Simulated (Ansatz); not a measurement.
Hf₂S₂⁺, relaxed as a quartet with UKS r2SCAN-D4/def2-SVP in Ansatz, starting from the r2SCAN-D4/def2-SVP geometry of the charge +1 doublet. Force threshold 0.02 eV/Å.

In the def2 sets Hf takes a core potential; there is no spin–orbit coupling. At r2SCAN-D4/def2-SVP a doublet of charge 1 lies 0.29 eV below the quartet, each at its own geometry. The structure comes from a short search, and lower isomers may exist.

Start:

```xyz
4

Hf    1.380   -0.148    0.069
Hf   -1.179   -0.318    0.663
S     0.016    1.753    0.570
S    -0.217   -1.288   -1.302
```

**Question.** Estimate the energy that the relaxation releases and the steps that it takes.

**Answer.** 0.43 eV, in 7 steps; 74 s on 4 threads of Arm Neoverse V1 on a shared host. No frequencies were taken in this run, so the end may be a saddle point.

**Question.** Does the start keep its bonding and symmetry?

**Answer.** By distances, no bond broke or formed. The bond that changes most is Hf1–S4, from 2.39 to 2.39 Å (atoms count from 1). Point group C2v at the start, C2v at the end, both within 0.05 Å.

**Question.** Predict the relaxed structure.

**Answer.** 
Cartesian coordinates in Å:
```
Hf 1.4873 -0.0655 -0.0792
Hf -1.3500 -0.2532 0.5798
S 0.0484 1.6833 0.6879
S -0.1857 -1.3646 -1.1885
```
Bond lengths (bridged metal pairs left out): 4 × Hf–S 2.39 Å.
